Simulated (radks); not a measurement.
Charge is removed step by step from the 6s1/2 level of the mercury ion Hg+, starting from [Xe] 4f14 5d10 6s1. All-electron calculation, Dirac Kohn-Sham, PBE, spin-unpolarised, spherical densities, finite nucleus; Fermi nuclear charge, rms radius 5.4648 fm. Program: a radial shooting solver on a logarithmic mesh with Libxc functionals.

removed (e) = 0: E - E(0) (eV) 0.000; eigenvalue (eV) -14.710; E minus straight line (eV) 0.000
removed (e) = 0.1: E - E(0) (eV) 1.513; eigenvalue (eV) -15.544; E minus straight line (eV) -0.385
removed (e) = 0.2: E - E(0) (eV) 3.109; eigenvalue (eV) -16.385; E minus straight line (eV) -0.686
removed (e) = 0.3: E - E(0) (eV) 4.790; eigenvalue (eV) -17.232; E minus straight line (eV) -0.903
removed (e) = 0.4: E - E(0) (eV) 6.556; eigenvalue (eV) -18.087; E minus straight line (eV) -1.034
removed (e) = 0.5: E - E(0) (eV) 8.407; eigenvalue (eV) -18.948; E minus straight line (eV) -1.080
removed (e) = 0.6: E - E(0) (eV) 10.345; eigenvalue (eV) -19.815; E minus straight line (eV) -1.039
removed (e) = 0.7: E - E(0) (eV) 12.371; eigenvalue (eV) -20.689; E minus straight line (eV) -0.912
removed (e) = 0.8: E - E(0) (eV) 14.483; eigenvalue (eV) -21.569; E minus straight line (eV) -0.696
removed (e) = 0.9: E - E(0) (eV) 16.685; eigenvalue (eV) -22.454; E minus straight line (eV) -0.392
removed (e) = 1: E - E(0) (eV) 18.974; eigenvalue (eV) -23.345; E minus straight line (eV) 0.000

Removing the whole electron costs 18.974 eV by Delta-SCF, against 14.710 eV from minus the eigenvalue at the starting occupation. Slater's transition state (half an electron removed) gives 18.948 eV. Integrating minus the eigenvalue over the occupation (Janak's theorem) gives 18.974 eV. The mean slope of the eigenvalue, de/dn, is 8.63 eV per electron. Ionisation energy of Hg+ in the NIST Atomic Spectra Database: 18.757 eV (measured).

Beside tabulated values, note that spin-unpolarised runs miss the spin-polarisation part of the exchange energy of open shells.
